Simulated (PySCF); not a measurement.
# Electronic structure of Co²⁺ (cobalt, charge +2) at the LDA level

Configuration: [Ar] 3d7, high-spin 4F determinant. All numbers are calculated (PySCF 2.14, the spin-free X2C one-electron Hamiltonian (Gaussian nucleus), in x2c-SVPall (5s3p3d1f, 36 functions)).

| Property | Result |
| --- | --- |
| Total energy | -1389.371 hartree |
| One-electron energy | -1906.736 hartree |
| Hartree (Coulomb) energy | 574.132 hartree |
| Exchange-correlation energy | -56.767 hartree |
| ⟨S²⟩ | 3.7512 |
| ⟨L²⟩ | 12.005 |
| Sum of ⟨r⟩ | 15.57 bohr |
| Sum of ⟨r²⟩ | 16.11 bohr² |
| Langevin diamagnetic susceptibility | -12.8 ×10⁻⁶ cm³/mol |
| Time after the integrals | 0.14 s of wall time on 1 thread of Intel(R) Xeon(R) 6975P-C (shared host) |

```tsv
shell	electrons	mean orbital energy (eV)	spread (eV)	rms radius, mean of both spins (bohr)
1s α	1	-7588.3	0	0.0650
1s β	1	-7588.2	0	0.0650
2s α	1	-916.56	0	0.277
2s β	1	-914.98	0	0.277
2p α	3	-789.25	0	0.249
2p β	3	-788.02	0	0.249
3s α	1	-122.50	0	0.833
3s β	1	-119.18	0	0.833
3p α	3	-86.161	0	0.890
3p β	3	-82.927	0	0.890
3d α	5	-28.701	0.988	1.16
3d β	2	-26.059	0	1.16
```

Densities and radii are taken from the X2C orbitals without a picture-change correction, which distorts them close to the nucleus.
